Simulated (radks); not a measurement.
Results of a calculation; reference values are marked as such.
Effect of the nuclear size on the technetium ion Tc2+, [Kr] 4d5. Code: a radial shooting solver on a logarithmic mesh with Libxc functionals. Model: Dirac Kohn-Sham, exchange-only LDA, spin-unpolarised, spherical densities, finite nucleus; open shells fill j = l - 1/2 first; Fermi nuclear charge, rms radius 4.4112 fm. The rms radius is varied about that value; shifts are against it.

| rms radius (fm) | total energy shift (eV) | density at nucleus (e/bohr^3) | 1s1/2 shift (meV) | 2s1/2 shift (meV) | 4s1/2 shift (meV) | 5s1/2 (empty) shift (meV) |
|---|---|---|---|---|---|---|
| 3.6437 | -0.533 | 1.019e+05 | -225 | -24.3 | -0.763 | -0.104 |
| 4.248 | -0.121 | 1.001e+05 | -51.0 | -5.51 | -0.173 | -0.024 |
| 4.4112 | 0 | 9.97e+04 | 0.000 | 0.000 | 0.000 | 0.000 |
| 4.7641 | 0.275 | 9.884e+04 | 116 | 12.5 | 0.394 | 0.054 |
| 5.2273 | 0.664 | 9.78e+04 | 281 | 30.3 | 0.951 | 0.130 |

Slopes of the eigenvalues against <r^2> in GHz/fm^2, as finite differences over the two radii next to the reference (eigenvalue slopes, not the field-shift constants of lines): 1s1/2 8690, 2s1/2 939, 4s1/2 29.5, 5s1/2 (empty) 4.02.
